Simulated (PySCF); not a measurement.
CH4BeO2. Atoms are numbered in the order given.

```xyz
8

Be     0.3982     0.1229     0.6701
O      1.2148     0.3847     1.7962
H      2.0873     0.7352     1.9531
O     -0.4445    -0.1523    -0.4059
C     -1.0345    -0.3255    -1.6304
H     -1.1131     0.6280    -2.1853
H     -0.4649    -1.0315    -2.2631
H     -2.0575    -0.7300    -1.5256
```

Geometry: PBE0-D3(BJ)/def2-SVP. Other conformers were not sampled.

Level of theory: TDA-CAM-B3LYP/def2-SVPD (PySCF).

Vertical excitations. Gas-phase values at a fixed geometry.

Problem. Estimate the UV-visible absorptions. (The exact figures need the calculation; the answer reports its results.)

Solution. 
```csv
state,energy (eV),λ (nm),f,main pairs
S1,6.80,182,0.002,HOMO→LUMO 81 %
S2,6.98,178,0.002,"HOMO−1→LUMO 77 %, HOMO−1→LUMO+1 15 %"
S3,7.62,163,0.030,"HOMO−2→LUMO 54 %, HOMO→LUMO+1 39 %"
S4,7.88,157,0.015,"HOMO−3→LUMO 47 %, HOMO−1→LUMO+1 41 %"
S5,7.92,156,0.012,HOMO→LUMO+2 84 %
S6,8.04,154,0.000,"HOMO→LUMO+3 46 %, HOMO−1→LUMO+2 39 %"
S7,8.14,152,0.005,HOMO−1→LUMO+3 87 %
S8,8.19,151,0.075,"HOMO→LUMO+1 41 %, HOMO−2→LUMO 31 %, HOMO→LUMO+4 13 %, HOMO→LUMO 9 %"
S9,8.27,150,0.094,"HOMO−3→LUMO 41 %, HOMO−1→LUMO+1 32 %, HOMO−1→LUMO+4 13 %, HOMO−1→LUMO 9 %"
S10,8.42,147,0.105,"HOMO−1→LUMO+2 49 %, HOMO→LUMO+3 43 %"
T1,6.59,188,0,HOMO→LUMO 77 %
T2,6.77,183,0,"HOMO−1→LUMO 74 %, HOMO−1→LUMO+1 15 %"
T3,7.27,170,0,"HOMO−2→LUMO 63 %, HOMO→LUMO+1 26 %"
T4,7.54,164,0,"HOMO−3→LUMO 67 %, HOMO−1→LUMO+1 21 %"
```
Triplets are in the Tamm–Dancoff approximation.
